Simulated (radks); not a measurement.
These are the eigenvalues of the occupied orbitals of an atom or ion with whole-number occupations (hartree). Method: non-relativistic Kohn-Sham, PBEsol, spin-unpolarised, spherical densities, point nucleus; computed with a radial shooting solver on a logarithmic mesh with Libxc functionals.

1s: -546.4597
2s: -76.25542
2p: -69.72123
3s: -15.33040
3p: -12.96511
3d: -8.69229
4s: -5.15547

Which element is it, and in what charge state? The configuration may be excited.

Answer. Z = 37, rubidium, charge +8: Rb8+ in [Ar] 3d10 4s1. The list shows which subshells hold electrons but not how many an open one holds; the 1s level, -546.46 hartree, gives Z - s = 33.1 by -(Z - s)^2/2, which with screening narrows Z to a few neighbours, and the depths of the outer levels then fix element, charge and occupations together.
